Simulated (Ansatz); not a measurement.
Born–Oppenheimer molecular dynamics of ClGe₂H₇O (11 atoms, charge 0, multiplicity 1). It starts at the highest image of a converged band. Of that band: Neighbouring images differ by up to 2.1 eV, so the band resolves the path poorly. A vibrational analysis at the climbing image gives one clearly imaginary mode, 1250i cm⁻¹: a first-order saddle point.

These are results of RKS PBE-D4/def2-SVP in Ansatz 0.2.0, not measurements.

| Property | Result |
| --- | --- |
| ensemble | NVE (velocity Verlet) |
| time step | 0.5 fs |
| steps asked | 200 |
| starting velocities drawn for | 300 K |
| seed | 4790 |

First frame:

```xyz
11
Properties=species:S:1:pos:R:3
Ge 0.096 -0.290 0.061
Ge 0.181 0.117 2.754
H -1.111 -0.202 3.556
H 1.393 -0.504 3.519
H 0.378 1.659 2.763
H 1.598 0.018 -0.076
O -1.341 0.777 0.210
H -1.836 0.674 -0.633
Cl -0.457 -1.006 -2.019
H 0.120 -2.030 0.529
H 0.066 -1.407 1.365
```

(1) What does the run give?

(2) What happens to the structure?

(3) How do temperature and energy run in time?

Answers

(1) All steps were run.

```yaml
steps_done: 200
time_covered: 100 fs
mean_temperature_over_the_second_half: 1821 K
spread_of_the_potential_energy_over_the_second_half: 19.7 meV per atom
mean_potential_energy_of_the_second_half_above_the_start: -161.0 meV per atom
```

The conserved energy stayed within 0.41 meV per atom of its start (net change -0.09 meV per atom), so the integration is sound. The kinetic energy rose, since the run started high on the potential surface and went downhill. It ends in pieces (ClGeH3O + GeH4), so much of that is their flight and rotation, not heat. A run of 0.1 ps of so small a system gives no equilibrium averages. The orbitals stay closed-shell, which can raise the energy where a bond breaks towards radicals; this wasn't checked here.

(2) Between its relaxed ends the band would form Ge1–H10, Ge2–H11 and break Ge1–Ge2, H10–H11. These pairs go: Ge1–H10 1.80 → 1.55 Å, Ge2–H11 2.06 → 1.73 Å, Ge1–Ge2 2.72 → 4.54 Å, H10–H11 1.04 → 4.10 Å. In the last frame they stand as after the step (other bonds may differ from the relaxed reactants and products). Also parted: Ge1–H11 1.72 → 4.80 Å. It ends as ClGeH3O + GeH4. Pairs count as bonded within 1.25 times the sum of covalent radii (0.12 Å more for H–H). This is one draw of velocities; another would differ in detail.

(3) 
| time (fs) | T (K) | potential energy less start (eV) | conserved less start (meV/atom) |
| --- | --- | --- | --- |
| 0 | 300 | 0.000 | 0.00 |
| 5 | 376 | -0.088 | 0.08 |
| 10 | 733 | -0.508 | -0.36 |
| 15 | 1039 | -0.864 | -0.40 |
| 20 | 799 | -0.579 | 0.05 |
| 25 | 1237 | -1.092 | -0.22 |
| 30 | 1263 | -1.121 | -0.12 |
| 35 | 1435 | -1.320 | -0.02 |
| 40 | 1724 | -1.658 | -0.11 |
| 45 | 1584 | -1.493 | 0.00 |
| 50 | 1591 | -1.503 | -0.08 |
| 55 | 1484 | -1.376 | 0.04 |
| 60 | 1723 | -1.656 | -0.02 |
| 65 | 1923 | -1.889 | -0.15 |
| 70 | 1622 | -1.538 | 0.07 |
| 75 | 2002 | -1.983 | -0.28 |
| 80 | 1897 | -1.859 | -0.12 |
| 85 | 1800 | -1.745 | 0.02 |
| 90 | 2042 | -2.027 | -0.11 |
| 95 | 1922 | -1.887 | 0.06 |
| 100 | 1895 | -1.856 | -0.09 |

Run time: 5 min on 4 threads of Arm Neoverse V1, on a shared host, peak memory 0.23 GiB.
